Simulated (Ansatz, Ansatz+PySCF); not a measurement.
```xyz
6

C     0.0000   -0.0273   -1.1485
S     0.0000   -0.0596    0.6634
H     0.0000   -1.0768   -1.4741
H    -0.8999    0.4586   -1.5509
H     0.8999    0.4586   -1.5509
H     0.0000    1.2772    0.8519
```

Basis set: def2-SVP (spherical functions). Frozen core: 6 orbitals. Charge 0, multiplicity 1.

Computed with Ansatz (development build ahead of 0.2.0); each method stands on the lowest determinant of its kind that the runs found. Restricted open shells among the atoms or ions are ROHF, correlated in semicanonical orbitals with singles. Restricted functionals stand beside restricted open-shell atoms, which can lie above the unrestricted atoms usual in DFT and then raise those values.

(1) Give the atomization energy at this shape (free ground-state atoms in the same class of orbitals less the molecule, no zero-point energy) of singlet CH4S by ωB97X (unrestricted), ωB97X (restricted), r²SCAN (unrestricted), r²SCAN (restricted), PBE0 (unrestricted), PBE0 (restricted), PBE (restricted), PBE (unrestricted), RHF-CCSD(T), RHF-MP2, RHF, UHF.

Results:

(1)

```tsv
method	atomization energy
ωB97X (unrestricted)	20.46 eV
ωB97X (restricted)	20.57 eV
r²SCAN (unrestricted)	20.48 eV
r²SCAN (restricted)	20.62 eV
PBE0 (unrestricted)	20.45 eV
PBE0 (restricted)	20.54 eV
PBE (restricted)	20.74 eV
PBE (unrestricted)	20.67 eV
RHF-CCSD(T)	19.40 eV
RHF-MP2	19.29 eV
RHF	15.39 eV
UHF	15.17 eV
```
